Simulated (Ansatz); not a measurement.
The same molecule with X = V, Nb, Ta. Ansatz, PBE0-D4/def2-TZVP geometries, multiplicity 1. Each molecule was computed in one conformer, which needn't be the lowest.

Elements past krypton have def2 core potentials. Scalar relativity is left out up to krypton.

```json
{"X": "Nb", "molecule": "`[NH]=[Nb]([NH2])([NH2])[F]`", "mean X–F bond length / Å": "1.897", "mean X–N bond length / Å": "1.898", "LUMO energy (PBE/def2-TZVPP) / eV": "-1.38", "HOMO–LUMO gap (PBE/def2-TZVPP) / eV": "4.64", "HOMO energy (PBE/def2-TZVPP) / eV": "-6.01"}
{"X": "Ta", "molecule": "`[NH]=[Ta]([NH2])([NH2])[F]`", "mean X–F bond length / Å": "1.903", "mean X–N bond length / Å": "1.911", "LUMO energy (PBE/def2-TZVPP) / eV": "-0.87", "HOMO–LUMO gap (PBE/def2-TZVPP) / eV": "5.18", "HOMO energy (PBE/def2-TZVPP) / eV": "-6.04"}
```

(1) Give the row for X = V, `[NH]=[V]([NH2])([NH2])[F]`. (Estimate.)

Answers

(1) Ansatz gave: 
```csv
X,molecule,mean X–F bond length / Å,mean X–N bond length / Å,LUMO energy (PBE/def2-TZVPP) / eV,HOMO–LUMO gap (PBE/def2-TZVPP) / eV,HOMO energy (PBE/def2-TZVPP) / eV
V,`[NH]=[V]([NH2])([NH2])[F]`,1.756,1.754,-2.47,3.49,-5.95
```

From V to Ta the mean X–F bond length rises at each step, by 0.147 Å in all; the mean X–N bond length rises at each step, by 0.157 Å in all; the LUMO energy (PBE/def2-TZVPP) rises at each step, by 1.60 eV in all; the HOMO–LUMO gap (PBE/def2-TZVPP) rises at each step, by 1.69 eV in all; the HOMO energy (PBE/def2-TZVPP) falls at each step, by 0.09 eV in all.
